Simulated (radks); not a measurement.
The thulium anion Tm- inside a hard spherical wall (all orbitals vanish at R), configuration held at [Xe] 4f14 6s2 and not refilled when levels cross. Calculated with a radial shooting solver on a logarithmic mesh with Libxc functionals: scalar-relativistic Kohn-Sham, PBE, spin-unpolarised, spherical densities, finite nucleus; Fermi nuclear charge, rms radius 5.2256 fm. Eigenvalues in eV, with the zero of energy where the potential of the charges vanishes at infinity; a dash marks a level that is unbound or too diffuse for the functional's potential to be trusted. A positive occupied level is held by the wall or, in an anion where self-interaction has pushed it up, behind a barrier. The pressure on the wall is -dE/dV.

| R (bohr) | E (hartree) | kinetic (hartree) | e(5s) | e(5p) | e(6s) | e(6p, empty) | e(5d, empty) | e(4f) | pressure (GPa) |
|---|---|---|---|---|---|---|---|---|---|
| 12 | -13565.9382 | 14741.959 | -45.963 | -19.882 | 0.700 | - | - | 4.922 | 0.115 |
| 8 | -13565.8700 | 14742.107 | -42.947 | -16.985 | 2.590 | - | - | 8.037 | 1.46 |
| 6 | -13565.7050 | 14742.560 | -39.624 | -13.827 | 5.859 | 10.169 | 9.848 | 11.477 | 10.1 |
| 5 | -13565.4597 | 14743.264 | -36.812 | -11.213 | 9.907 | 16.109 | 13.192 | 14.482 | 35.0 |
| 3.5 | -13563.9486 | 14748.272 | -27.727 | -2.653 | 29.946 | 43.332 | 25.405 | 24.879 | 450 |
| 2 | -13544.7194 | 14810.662 | 22.902 | 54.565 | 192.92 | 230.32 | 102.99 | 82.753 | 25800 |
| 1.5 | -13497.6916 | 14950.071 | 117.64 | 165.27 | 479.17 | 536.41 | 239.20 | 161.43 | 188000 |
